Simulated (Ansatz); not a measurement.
Basis-set extrapolation for C2H10N2Si, SMILES `CN([SiH3])CN` (PBE0-D4/def2-TZVP geometry, frozen core, the Gaussian-basis code of Ansatz). Multiplicity 1, RHF reference.

|  | def2-TZVPP | def2-QZVPP |
| --- | --- | --- |
| HF | -479.475851 | -479.494548 |
| MP2 correlation | -0.908695 | -0.970000 |
| CCSD(T) correlation | -1.000179 | not run |

Energies in hartree. Use E(X) = E(∞) + A·exp(−7.88·√X) for Hartree–Fock and E(X) = E(∞) + B·X^(−2.97) for correlation, with X = 3 and 4, and add CCSD(T) minus MP2 of the smaller set to the MP2 limit.

**Question.** What is the CCSD(T) energy at the basis-set limit?

**Answer.** HF limit: -479.494548 + (-0.018697) × 0.13774 = -479.49712. MP2 limit: -0.970000 + (-0.061305) × 0.74074 = -1.01541. Higher-order term: -1.000179 − (-0.908695) = -0.09148. Total: -480.60401 hartree, 3.48 eV below CCSD(T)/def2-TZVPP.
